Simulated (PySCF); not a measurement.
A small calculation by hand: chemical shift, span and skew from a shielding tensor

Si(OH)2(SH)2 (H4O2S2Si), SMILES O[Si](O)(S)S. Atoms are numbered in the order given.

```xyz
9

O      1.5017    -0.8706     0.7635
Si     0.1780    -0.3266    -0.0633
O     -0.1518    -1.4857    -1.2023
S     -1.6172    -0.0924     1.0924
S      0.6951     1.6105    -0.8088
H      1.5138    -1.8174     0.9559
H     -0.8716    -1.3118    -1.8206
H     -1.1648     0.9935     1.7606
H      1.9862     1.2702    -1.0366
```

The structure is a stationary point at B3LYP-D3(BJ)/def2-SVP. Other conformers were not sampled.

GIAO shieldings from PBE0/pcSseg-1 in PySCF, non-relativistic, no solvent. The symmetric part of the tensor of Si2 has the principal values 321.3, 331.5, 399.4 ppm. The same nucleus in TMS has σ = 352.7 ppm at this level (PySCF, at its B3LYP-D3(BJ)/def2-TZVP geometry).

### Question
Work out the isotropic shielding, the ²⁹Si shift against TMS, the span and the skew.

### Answer

σ(iso) = (σ11 + σ22 + σ33)/3 = 350.7 ppm. δ = σ(ref) − σ(iso) = 352.7 − (350.7) = 2.0 ppm.
Span Ω = σ33 − σ11 = 78.1 ppm. Skew κ = 3(σ(iso) − σ22)/Ω = 0.74. Tumbling in solution averages the tensor to δ; in a static solid the shielding alone would spread this spin-1/2 line over Ω.
